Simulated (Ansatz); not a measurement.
A structure relaxed at PBE-D4/def2-SVP in Ansatz, charge 0, singlet:

```
atom   x (Å)   y (Å)   z (Å)
  C1  -0.010   0.218   2.260
  C2  -2.467   0.714   0.417
  C3   1.328  -0.547  -0.930
  C4   1.832  -0.144  -2.307
  O5   0.078   0.078  -0.684
 Si6  -0.886  -0.266   0.661
  H7  -1.175  -1.752   0.689
  H8  -0.653   0.007   3.140
  H9   0.231   1.301   2.264
 H10   0.936  -0.345   2.396
 H11  -2.957   0.443  -0.540
 H12  -2.253   1.802   0.398
 H13  -3.184   0.518   1.240
 H14   2.075  -0.253  -0.152
 H15   1.232  -1.660  -0.870
 H16   2.814  -0.612  -2.521
 H17   1.114  -0.458  -3.091
 H18   1.946   0.957  -2.370
```

(1) Give its formula, name or SMILES.

(2) Summarise the bond lengths by kind (pairs closer than 1.2 times the sum of covalent radii, bridged metal pairs left out).

## Answers

(1) SiHMe2(OEt) (C4H12OSi).

(2) 2 × C–Si 1.88 to 1.89 Å; 1 × C–O 1.42 Å; 1 × C–C 1.52 Å; 1 × O–Si 1.69 Å; 11 × C–H 1.11 to 1.12 Å; 1 × H–Si 1.51 Å.

Another isomer (singlet) lies 0.34 eV lower at PBE0-D4/def2-TZVP; other spin states weren't run for this one.
